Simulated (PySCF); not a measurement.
## W⁺ (tungsten, charge +1) across methods

[Xe] 4f14 5d3 6s2, high-spin 4F determinant (an excited configuration). Calculation: PySCF 2.14, in x2c-TZVPPall (11s7p7d3f1g, 97 functions); the spin-free X2C one-electron Hamiltonian (Gaussian nucleus).

| method | E (hartree) | mean ε 5d α (eV) | mean ε 6s α (eV) | mean ε 6s β (eV) | Σ⟨r²⟩ (bohr²) | ⟨S²⟩ |
| --- | --- | --- | --- | --- | --- | --- |
| CAM-B3LYP | -16144.07 | -17.372 | -15.386 | -14.435 | 57.11 | 3.753 |
| PBE0 | -16142.91 | -16.151 | -14.317 | -13.110 | 57.10 | 3.754 |
| UHF | -16137.90678 | -20.145 | -15.723 | -14.061 | 58.01 | 3.761 |
| PBE | -16143.13 | -14.600 | -13.608 | -12.454 | 57.13 | 3.753 |
| M06-2X | -16144.74 | -17.525 | -15.185 | -13.840 | 57.02 | 3.757 |
| LDA | -16132.78 | -14.664 | -13.864 | -12.800 | 56.95 | 3.752 |
| r2SCAN | -16143.23 | -15.192 | -13.796 | -12.527 | 57.14 | 3.759 |

Q: Estimate the same row for BP86.

A: E (hartree) = -16145.16; mean ε 5d α (eV) = -14.702; mean ε 6s α (eV) = -13.777; mean ε 6s β (eV) = -12.676; Σ⟨r²⟩ (bohr²) = 57.03; ⟨S²⟩ = 3.753.

Spin-orbit coupling, absent here, splits the open shell strongly.
